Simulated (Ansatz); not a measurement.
Molecule: CeO2, charge 0, multiplicity 1. 
Structure (B3LYP-D3(BJ)/def2-TZVP (Ansatz, a first-principles code) minimum search):
```
Ce
O 1 1.8204
O 1 1.8204 2 139.54
```
Charge 0, spin multiplicity 1.

Basis-set convergence of Hartree-Fock and MP2 correlation energies (hartree) with Ansatz. Valence correlation only, unless marked. No spin-orbit coupling. The frozen core is the preceding noble-gas configuration, with the filled d and f shells of earlier blocks. Past Kr the def2 sets carry scalar-relativistic core potentials.

The T1 diagnostic of CCSD in the largest basis is 0.028, which is high, so the coupled-cluster rows are less sure than usual.

| basis | functions | E(HF) | E(corr, MP2) |
|---|---|---|---|
| def2-SVP | 106 | -623.21876 | -0.52377 |
| def2-TZVPP | 164 | -623.41347 | -0.62390 |
| def2-QZVPP | 255 | -623.42518 | -0.66595 |

Extrapolating the two largest sets (X = 3 and 4) as X^-3: E(corr) = (64·(-0.66595) - 27·(-0.62390))/37 = -0.6966 Eh, an estimate of the basis-set limit. The largest set recovers 95.6 % of it, the smallest 75.2 %.
